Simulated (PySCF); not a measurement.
## Steps of a relaxation of [Tl(NH3)]3+

[Tl(NH3)]3+ (singlet). PySCF 2.14.0, RKS PBE0, Tl def2-SVP with ECP60, N def2-SVP, H def2-SVP; non-relativistic Hamiltonian with scalar-relativistic core potentials where named; density fitting; no spin-orbit coupling. Origin of the start: template. Columns: position (Å) and force (eV/Å). Energies are counted from the last step; some of the 9 steps are shown. Forces carry noise of the integration grid, about 0.01 to 0.03 eV/Å.

Run from Python with OMP_NUM_THREADS=2. Where DIIS fails, smearing, a level shift and second-order steps follow.
It took 6.9 s on 2 threads of Arm Neoverse V2, with other jobs on the host, from the converged density of the start.

```xyz
5
step 0  E = 0.332 eV
Tl    0.0000    0.0000   -0.1810     0.00    0.00    0.04
N     0.0000    0.0000    2.1090     0.00    0.00    0.33
H     0.9392    0.0000    2.5069     2.06    0.00   -0.12
H    -0.4696    0.8133    2.5069    -1.03    1.78   -0.12
H    -0.4696   -0.8134    2.5069    -1.03   -1.78   -0.12
```

```xyz
5
step 3  E = 0.011 eV
Tl    0.0000    0.0000   -0.1647     0.00    0.00   -0.25
N     0.0000    0.0000    2.2061     0.00    0.00    0.23
H     1.0351    0.0000    2.4691    -0.12    0.00    0.01
H    -0.5176    0.8964    2.4691     0.06   -0.11    0.01
H    -0.5175   -0.8965    2.4691     0.06    0.11    0.01
```

```xyz
5
step 5  E = 0.002 eV
Tl    0.0000    0.0000   -0.2090     0.00    0.00   -0.08
N     0.0000    0.0000    2.2318     0.00    0.00   -0.08
H     1.0340    0.0000    2.4753     0.05    0.00    0.06
H    -0.5170    0.8955    2.4753    -0.03    0.05    0.06
H    -0.5170   -0.8955    2.4753    -0.03   -0.05    0.06
```

Task: Where does the relaxation end?

Result: It converges at step 8 in C3v:
```xyz
5
step 8  E = 0
Tl    0.0000    0.0000   -0.2367
N     0.0000    0.0000    2.2383
H     1.0358    0.0000    2.4824
H    -0.5180    0.8971    2.4824
H    -0.5179   -0.8971    2.4824
```

Task: How did the contacts change?

Result: 
| contact | start (Å) | end (Å) |
| --- | --- | --- |
| Tl1–N2 (NH3) | 2.290 | 2.475 |
